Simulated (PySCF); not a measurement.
**Basis and Hamiltonian dependence of the excitation energy of O+**

O+ [He] 2s2 2p3 (4S) → O+ [He] 2s1 2p3 3s1 (6S). All values are computed (PySCF 2.14, energy differences of UHF-based or UKS calculations, no spin-orbit coupling). Values in eV.

```tsv
basis	Hamiltonian	functions	UHF	r2SCAN	PBE0	MP2 (valence)	CCSD(T) (valence)	CCSD(T) (valence and next inner shell)
ANO-RCC-VTZP	spin-free X2C	30	31.157	32.748	33.028	32.814	33.102	33.103
aug-cc-pVTZ	non-relativistic	46	28.199	29.918	30.310	29.980	30.267	n/a
def2-QZVPPD	non-relativistic	66	28.117	29.865	30.239	30.039	30.302	30.300
dyall-av3z	non-relativistic	71	28.096	29.852	30.228	29.954	30.235	n/a
aug-cc-pCVTZ-DK with one added diffuse shell each of s, p, d, f type	spin-free X2C	75	28.170	29.928	30.307	30.001	30.282	30.290
dyall-acv3z	non-relativistic	76	28.096	29.852	30.228	29.954	30.236	30.256
aug-cc-pVQZ with one added diffuse shell each of s, p, d, f, g type	non-relativistic	105	28.100	29.870	30.235	30.047	n/a	n/a
aug-cc-pCVQZ-DK	spin-free X2C	109	28.156	29.914	30.284	30.122	n/a	n/a
```

Task: Estimate the row for def2-TZVPPD (non-relativistic, 40 functions).

Result: From the rows with the same Hamiltonian and similar size; the calculation gives UHF 28.15; r2SCAN 29.89; PBE0 30.25; MP2 (valence) 29.91; CCSD(T) (valence) 30.20; CCSD(T) (valence and next inner shell) 30.20 (eV).

Frozen in the all-electron rows: valence and next inner shell: nothing; valence: 1s2.

At UHF, ANO-RCC-VTZP lies more than 0.3 eV from the median of the rows with comparable relativity. Of these, ANO-RCC-VTZP has no diffuse functions of the l that the added or promoted electron needs.
